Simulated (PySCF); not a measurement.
# Radial density of La (lanthanum, neutral)

UHF, [Xe] 4f1 6s2, 2F determinant (an excited configuration). Computed with PySCF 2.14 in def2-QZVPPD with the def2 core potential (46 electrons), with scalar relativity through the core potential. This is the valence pseudo-density: the core potential removes the inner electrons and smooths the orbitals near the nucleus.

```csv
r (bohr),4πr²ρ (e/bohr),4πr²(ρα − ρβ)
0.0527,1.785e-05,0.0000
0.0887,4.545e-05,0.0000
0.149,0.0001157,0.0000
0.251,0.0005328,0.0000
0.422,0.008064,0.0000
0.710,0.3122,-0.0005
1.19,4.805,0.0041
2.01,4.452,0.0936
3.38,1.012,0.2215
5.68,0.4698,0.1791
9.56,0.01256,-0.0026
16.1,3.015e-05,0.0000
```

⟨L²⟩ = 13.17 against 12 for a pure F term, so this real determinant mixes terms. Energies and moments cover only the electrons outside the core potential. Spin-orbit coupling, absent here, splits the open shell strongly. At UHF the highest occupied level has a positive energy, so only the finite basis holds that electron; for this excited configuration the basis is too tight for the outer shell.

Question: Where is the radial spin density 4πr²(ρα − ρβ) most negative, and why is it negative at all?

Answer: Around r = 9.56 bohr, down to -0.0026 e/bohr: exchange with the open shell polarises the paired shells in an unrestricted calculation.
